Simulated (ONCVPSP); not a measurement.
# manganese, ONCV: configuration errors across variants

Mn, optimised norm-conserving Vanderbilt (ONCV), made with ONCVPSP 4.0.1 (PBE, scalar-relativistic). Core [Ne], reference 3s2 3p6 3d5 4s2. Waves: 3s+4s: rc 1.10 bohr, ncon 4, nbas 9, qcut 12.7 1/bohr, 3 projectors, debl 3.1 Ha; 3p: rc 0.90 bohr, ncon 4, nbas 9, qcut 8.8 1/bohr, 2 projectors, debl 3.1 Ha; 3d: rc 1.30 bohr, ncon 4, nbas 8, qcut 14.4 1/bohr, 2 projectors, debl 2.3 Ha. Local part: polynomial inside 0.60 bohr (lpopt 1, dvloc0 0 Ha). Core correction: polynomial model core, fcfact 0.3.

All-electron excitation energies from the reference (eV): (1) 3s2 3p6 3d5 4s1 8.416; (2) 3s2 3p6 3d5 4s0 24.015; (3) 3s2 3p6 3d4 4s0 56.534; (4) 3s2 3p6 3d5 4s1.5 3.361.

1 further variants failed, have other tests or another functional or relativity, and are left out.

Errors AE − PS in meV (a dash: test not solved or not reliable):

| change | (1) | (2) | (3) | (4) | bound ghosts | GHOST(+) flags above zero |
| --- | --- | --- | --- | --- | --- | --- |
| base | -0.3 | +0.1 | +2.5 | -0.2 | none | s |
| s: rc 1.14 | -0.3 | +0.1 | +2.4 | -0.2 | none | s |
| local potential polynomial inside 0.85 bohr (lpopt 5, dvloc0 0 Ha) | -0.3 | +0.1 | +2.5 | -0.2 | none | s |
| core correction Teter function, fcfact 4.75, rcfact 1.25 | -0.3 | +0.1 | +2.5 | -0.2 | none | s |
| core correction polynomial model core, fcfact 0.1 | -0.3 | +0.1 | +2.5 | -0.2 | none | s |

(1) Give the same row for: d: qcut 9.9.

## Answers

(1) 0.0, +1.5, +9.7, -0.1; bound ghosts: none; GHOST(+) flags above zero: s.
